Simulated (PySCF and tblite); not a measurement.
The numbers below are computed, except where a source is named.
**Conformers and averaged properties: C4H9Cl3SSi, numbered as in [CH3:1][CH2:2][CH2:3][CH2:4][S:5][Si:6]([Cl:7])([Cl:8])[Cl:9]**

Geometries GFN2-xTB; weights from PBE0-D3(BJ)/def2-SVP energies and GFN2-xTB thermal corrections, with symmetry numbers and mirror pairs. Conformers within 3 kcal/mol (GFN2-xTB free energy) were kept, 10 at most. GIAO shieldings: KT3/6-31G*. (PySCF 2.14, tblite 0.8.)

Torsions listed: C1–C2–C3–C4, C2–C3–C4–S5, C3–C4–S5–Si6. Of a mirror pair one member is shown.

```tsv
conformer	shape	symmetry	E(GFN2) kcal/mol	E(DFT) kcal/mol	G(298.15 K) kcal/mol	weight %	dipole D
1	-178°, 59°, 65°	C1 (pair)	0.00	0.00	0.00	35.7	1.86
2	64°, 56°, 67°	C1 (pair)	0.53	0.19	0.29	21.9	1.87
3	65°, 63°, -175°	C1 (pair)	2.02	1.29	0.67	11.5	1.92
4	180°, 176°, 71°	C1 (pair)	0.34	1.08	0.81	9.2	2.10
5	180°, -67°, 179°	C1 (pair)	1.66	1.53	0.93	7.5	1.96
6	67°, 174°, 71°	C1 (pair)	0.54	1.39	1.27	4.2	2.09
7	180°, 180°, 180°	Cs	1.78	1.69	1.37	3.5	2.16
8	-68°, 179°, 71°	C1 (pair)	0.81	1.67	1.47	3.0	2.12
9	67°, 176°, 180°	C1 (pair)	2.14	2.09	1.50	2.8	2.14
10	-73°, 76°, 68°	C1 (pair)	1.32	2.21	2.38	0.6	1.89
```

Weights (%) against temperature:

```json
{"T (K)": "220", "1": "48.3", "2": "26.1", "3": "7.5", "4": "6.5", "5": "4.4", "6": "2.4", "7": "1.9", "8": "1.5", "9": "1.2", "10": "0.2", "S(mix) cal/mol/K": "4.34"}
{"T (K)": "260", "1": "41.2", "2": "23.9", "3": "9.8", "4": "8.1", "5": "6.1", "6": "3.4", "7": "2.8", "8": "2.3", "9": "2.0", "10": "0.4", "S(mix) cal/mol/K": "4.74"}
{"T (K)": "298.15", "1": "35.7", "2": "21.9", "3": "11.5", "4": "9.2", "5": "7.5", "6": "4.2", "7": "3.5", "8": "3.0", "9": "2.8", "10": "0.6", "S(mix) cal/mol/K": "5.01"}
{"T (K)": "340", "1": "31.1", "2": "19.9", "3": "12.8", "4": "10.0", "5": "8.7", "6": "5.0", "7": "4.2", "8": "3.7", "9": "3.7", "10": "0.9", "S(mix) cal/mol/K": "5.21"}
{"T (K)": "380", "1": "27.8", "2": "18.2", "3": "13.7", "4": "10.5", "5": "9.5", "6": "5.5", "7": "4.8", "8": "4.3", "9": "4.5", "10": "1.1", "S(mix) cal/mol/K": "5.35"}
```

Coordinates of conformer 1 (Å):

```xyz
18

C    -2.250    0.912    0.601
C    -1.413    0.318   -0.523
C    -0.476   -0.770   -0.005
C     0.414   -1.351   -1.089
S     1.496   -0.115   -1.911
Si    2.808    0.516   -0.331
Cl    4.464    1.267   -1.194
Cl    1.975    1.946    0.837
Cl    3.284   -1.060    0.850
H    -2.850    0.142    1.081
H    -1.609    1.366    1.353
H    -2.919    1.677    0.214
H    -0.822    1.107   -0.992
H    -2.068   -0.105   -1.288
H     0.141   -0.365    0.800
H    -1.066   -1.590    0.413
H    -0.181   -1.756   -1.906
H     1.061   -2.133   -0.694
```

For its torsions the set is small; conformers may be missing.

Search and properties took 7.6 min on 1 thread of Intel Xeon 6975P-C, shared host (rough), launched as `OMP_NUM_THREADS=1 python ens_run.py task.json out`.


Conformer gaps in def2-SVP on xTB geometries can be 2 kcal/mol too large for S=O, P=O and other polar bonds.